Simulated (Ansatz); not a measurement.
Program: Ansatz. Geometries: PBE0-D4/def2-TZVP. ΔE: electronic, gas phase. CCSD(T)/CBS adds triple-zeta CCSD(T) − MP2 to the extrapolated MP2 energy (def2 sets, frozen cores). This one scheme is used for every species. DFT in def2-TZVPP. HSE06 is defined as in plane-wave codes. One conformer a species, not always the lowest.

Reaction (ligand exchange at a B–C bond): `BCN=C=C` + `C=N` → `BN=C` + `C=C=NC`

`BCN=C=C`:

Cartesian coordinates in Å:
```
B 0.480 0.661 1.958
C 0.005 0.985 0.515
N -0.875 0.014 -0.099
C -0.566 -0.707 -1.021
C -0.310 -1.520 -2.014
H 1.226 1.437 2.480
H 0.114 -0.310 2.547
H 0.879 1.219 -0.114
H -0.539 1.939 0.605
H 0.103 -2.501 -1.825
H -0.517 -1.220 -3.033
```

`C=N`:

Cartesian coordinates in Å:
```
C 0.218 -0.314 0.078
N 0.072 0.911 -0.178
H -0.601 -1.038 0.168
H 1.226 -0.705 0.224
H -0.915 1.146 -0.292
```

`BN=C`:

Cartesian coordinates in Å:
```
B -0.291 -0.659 -1.085
N 0.011 0.024 0.040
C 0.288 0.652 1.073
H -0.439 -0.050 -2.104
H -0.400 -1.849 -1.021
H 1.325 0.847 1.361
H -0.494 1.036 1.735
```

`C=C=NC`:

```xyz
9

C     0.241    1.931   -0.370
C     0.408    0.701    0.042
N     0.634   -0.414    0.455
C    -0.248   -1.546    0.265
H     0.612    2.238   -1.338
H    -0.264    2.653    0.257
H     0.299   -2.333   -0.256
H    -1.151   -1.294   -0.300
H    -0.530   -1.937    1.244
```

Problem. Is it downhill or uphill in electronic energy at CCSD(T)/CBS, and by how much? (Best estimate.)

Solution. Computed: Downhill: ΔE = -116.1 kJ/mol.

Problem. What do these levels give: LDA (SPW92), ωB97M-V, PBE-QIDH, r2SCAN, r2SCANh, HSE06, CAM-B3LYP, LC-ωPBE, MP2/def2-SVP, CCSD/def2-SVP, MP2/def2-TZVPP, CCSD(T)/def2-TZVPP? (An estimate is asked.)

Solution. Ansatz gave: LDA (SPW92) -151.4, ωB97M-V -119.7, PBE-QIDH -119.8, r2SCAN -133.4, r2SCANh -130.7, HSE06 -128.9, CAM-B3LYP -129.2, LC-ωPBE -121.4, MP2/def2-SVP -131.3, CCSD/def2-SVP -128.1, MP2/def2-TZVPP -117.4, CCSD(T)/def2-TZVPP -116.0 kJ/mol.

Largest T1 diagnostic among the species: 0.016.

From r2SCAN to r2SCAN0 (25 % exact exchange), in def2-TZVPP and without D4, ΔE moves by +6.3 kJ/mol. In def2-TZVPP, CCSD(T) changes the Hartree–Fock value by −10.3 kJ/mol (the triples alone add −2.6 kJ/mol) and MP2 by −11.6 kJ/mol. At CCSD(T), def2-SVP lies −15.1 kJ/mol from the extrapolated value and def2-TZVPP +0.1 kJ/mol.
